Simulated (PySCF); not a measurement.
The isolated species Zn(N(SiH3)2)2 (`[SiH3][N]([SiH3])[Zn][N]([SiH3])[SiH3]`) is ionised with Al Kα (hν = 1486.6 eV). Calculated photoelectron kinetic energies of its computed core levels, recoil neglected:

```csv
line,kinetic energy (eV)
1,1379.65
2,1379.02
3,1083.03
```

Method: delta-SCF UKS SCAN, pcX-2 on the ionised atom (unc-x2c-TZVPall on a metal), pcseg-1 elsewhere, spin-free X2C (PySCF 2.14.0).

**Question.** Which element, shell and site does each line come from? Bonds: Zn1–N2, Zn1–N11, N2–Si3, N2–Si4, N11–Si12, N11–Si13. Hydrogens: H5, H6, H7 on Si3; H8, H9, H10 on Si4; H14, H15, H16 on Si12; H17, H18, H19 on Si13.

**Answer.** Against the vacuum level, binding energy = hν − kinetic energy.

```json
{"line": "1", "binding energy (eV)": "106.95", "level": "Si 2p3/2", "atoms": "Si3/Si4/Si12/Si13", "environment": "silicon bonded to N and 3 H"}
{"line": "2", "binding energy (eV)": "107.58", "level": "Si 2p1/2", "atoms": "Si3/Si4/Si12/Si13", "environment": "silicon bonded to N and 3 H"}
{"line": "3", "binding energy (eV)": "403.57", "level": "N 1s", "atoms": "N2/N11", "environment": "nitrogen bonded to 2 Si and Zn"}
```

Out of reach at this photon energy: Si 1s (1846.8 eV).

**Question.** Where does line 2 move with hν = 1253.6 eV?

**Answer.** To 1253.6 − 107.58 = 1146.02 eV; every photoline shifts by the change in photon energy, -233.0 eV.

**Question.** Which photon wavelength matches the Si 2p3/2 of Si3/Si4/Si12/Si13 threshold?

**Answer.** λ = hc/E = 12398.42 eV Å / 106.95 eV = 115.927 Å.

Other core shells, valence and Auger electrons aren't listed. One atom of each set of topologically equivalent atoms was ionised and stands for the set; in this conformer not all members are related by symmetry, and their own values weren't computed. Not every level is listed. The 2p values add to the ΔSCF energy of one spin-free hole a correction within the shell (spin–orbit coupling, ligand field). 2p1/2 minus 2p3/2 (ligand field included): Si 0.62 eV. No level of zinc is listed. Isolated species at its PBE0-D3(BJ)/def2-SVP geometry, gas phase. Metal 2p energies of this one-determinant scheme are less reliable than its 1s energies.
